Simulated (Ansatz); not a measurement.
Zn₁₀O₁₀. Total charge 0; singlet. Geometry PBE-D4/def2-SVP.

```
atom   x (Å)   y (Å)   z (Å)
 Zn1   2.776   0.094  -1.589
 Zn2   1.865  -0.574   1.404
 Zn3   2.300   1.839   0.389
 Zn4   0.161   1.230   3.018
 Zn5   0.048  -0.885  -2.645
 Zn6   0.775   1.626  -2.494
 Zn7  -2.208   0.370  -1.666
 Zn8  -0.824  -1.998   0.294
 Zn9  -1.280  -1.048   2.786
Zn10  -3.331  -0.770   0.567
 O11   3.221  -0.034   0.214
 O12   1.741  -0.224  -3.093
 O13   2.208   2.184  -1.436
 O14   0.370  -1.621   1.738
 O15   1.712   1.379   2.111
 O16  -1.272   0.508   3.786
 O17  -1.240  -1.539  -1.455
 O18  -0.914   0.945  -2.886
 O19  -3.695   0.523  -0.599
 O20  -2.414  -2.005   1.557
```

The 6-31G sets use Cartesian d functions. B3LYP takes the VWN-RPA correlation. Single mean-field runs in def2-SVP, def2-TZVP are fitted with def2-universal-jkfit.

Q: Estimate the orbital energies around the gap (eV) in Ansatz with HF/STO-3G, PBE-D4/def2-SVP, PBE-D4/def2-TZVP, B3LYP-D4/6-31G, PBE0-D4/def2-TZVP.

A: 
| orbital | HF/STO-3G | PBE-D4/def2-SVP | PBE-D4/def2-TZVP | B3LYP-D4/6-31G | PBE0-D4/def2-TZVP |
| --- | --- | --- | --- | --- | --- |
| HOMO−9 | -7.19 | -6.50 | -6.98 | -8.11 | -8.43 |
| HOMO−8 | -6.42 | -6.31 | -6.80 | -7.88 | -8.20 |
| HOMO−7 | -6.06 | -6.27 | -6.75 | -7.85 | -8.14 |
| HOMO−6 | -4.94 | -6.21 | -6.69 | -7.76 | -8.07 |
| HOMO−5 | -4.52 | -6.18 | -6.68 | -7.72 | -8.05 |
| HOMO−4 | -4.33 | -5.91 | -6.40 | -7.47 | -7.77 |
| HOMO−3 | -3.94 | -5.80 | -6.29 | -7.42 | -7.69 |
| HOMO−2 | -3.51 | -5.75 | -6.25 | -7.35 | -7.63 |
| HOMO−1 | -3.35 | -5.69 | -6.18 | -7.28 | -7.55 |
| HOMO | -2.86 | -5.57 | -6.13 | -7.22 | -7.49 |
| LUMO | 3.67 | -3.37 | -3.75 | -3.30 | -2.87 |
| LUMO+1 | 3.97 | -2.22 | -2.65 | -2.04 | -1.70 |
| LUMO+2 | 4.50 | -2.22 | -2.62 | -2.01 | -1.66 |
| LUMO+3 | 4.80 | -1.78 | -2.18 | -1.62 | -1.27 |
| LUMO+4 | 4.96 | -1.26 | -1.82 | -1.39 | -1.02 |
| LUMO+5 | 5.35 | -1.21 | -1.69 | -1.04 | -0.74 |
